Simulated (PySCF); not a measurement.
## Radial density of Al²⁺ (aluminium, charge +2)

B3LYP, [Ne] 3s1, 2S determinant. Computed with PySCF 2.14 in jorge-DZP-DKH (7s4p1d, 24 functions), with the spin-free X2C one-electron Hamiltonian (Gaussian nucleus).

| r (bohr) | 4πr²ρ (e/bohr) | 4πr²(ρα − ρβ) |
| --- | --- | --- |
| 0.00209 | 0.08272 | 0.0003 |
| 0.00352 | 0.2217 | 0.0007 |
| 0.00591 | 0.5686 | 0.0017 |
| 0.00995 | 1.414 | 0.0043 |
| 0.0167 | 3.295 | 0.0098 |
| 0.0281 | 6.858 | 0.0197 |
| 0.0473 | 11.73 | 0.0309 |
| 0.0796 | 14.57 | 0.0290 |
| 0.134 | 11.52 | 0.0035 |
| 0.225 | 8.491 | 0.0202 |
| 0.379 | 12.08 | 0.1116 |
| 0.637 | 10.05 | 0.0347 |
| 1.07 | 2.604 | 0.1202 |
| 1.80 | 0.6312 | 0.5232 |
| 3.03 | 0.2520 | 0.2514 |
| 5.10 | 0.003829 | 0.0038 |

Densities and radii are taken from the X2C orbitals without a picture-change correction, which distorts them close to the nucleus.
